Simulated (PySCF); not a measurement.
How methods differ on the ionisation energy of Tc²⁺

Tc²⁺ [Kr] 4d5 (6S) → Tc³⁺ [Kr] 4d4 (5D), as a difference of total energies. All numbers are calculated (PySCF 2.14, the spin-free X2C one-electron Hamiltonian (Gaussian nucleus), in aug-cc-pVTZ-DK). Correlated levels: valence: [Kr] frozen. The calculations carry no spin-orbit coupling.

Q: Order these methods by the ionisation energy they give, lowest first.
A. LDA
B. MN15
C. SCS-MP2 (valence)
D. B97-3

A: C (28.994 eV), D (29.626 eV), B (29.733 eV), A (30.171 eV).

A first-order spin-orbit estimate (lowest level to lowest level, LS coupling) adds -0.198 eV.

Errors of the correlated levels include the incompleteness of this basis and the frozen core.

For comparison: 29.55 eV (semi-empirical (NIST evaluation); NIST Atomic Spectra Database, ionization energies).
